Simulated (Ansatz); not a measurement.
BMe2I (C2H6BI). The state is a singlet with charge 0. Geometry PBE0-D4/def2-SVP, basis def2-TZVP, Ansatz.

```xyz
10

B    -0.286   -0.048   -0.391
C     0.240    1.379   -0.041
H     1.211    1.483   -0.565
H     0.457    1.490    1.033
H    -0.395    2.205   -0.387
C     0.048   -1.330    0.433
H    -0.743   -1.413    1.204
H     1.002   -1.240    0.976
H     0.026   -2.266   -0.141
I    -1.560   -0.261   -2.122
```

```json
{"run": "A", "HOMO (eV)": "-6.77", "LUMO (eV)": "-1.41"}
{"run": "B", "HOMO (eV)": "-7.39", "LUMO (eV)": "-0.93"}
{"run": "C", "HOMO (eV)": "-7.22", "LUMO (eV)": "-1.13"}
{"run": "D", "HOMO (eV)": "-6.35", "LUMO (eV)": "-1.73"}
{"run": "E", "HOMO (eV)": "-6.36", "LUMO (eV)": "-1.64"}
{"run": "F", "HOMO (eV)": "-9.72", "LUMO (eV)": "2.52"}
```

In the def2 sets I takes a core potential; there is no spin–orbit coupling.

The runs used B97M-V, HF, PBE0, r2SCAN, r2SCAN0, r2SCANh. Estimate which is which.

A r2SCANh (10 % exact exchange); B r2SCAN0 (25 % exact exchange); C PBE0 (25 % exact exchange); D r2SCAN (0 % exact exchange); E B97M-V (0 % exact exchange); F HF (100 % exact exchange). Exact exchange lowers occupied and raises empty levels; among semilocal functionals meta-GGAs tend to open the gap a little, and such runs are hard to tell apart. The gap grows from 4.62 eV (r2SCAN) to 12.24 eV (HF).
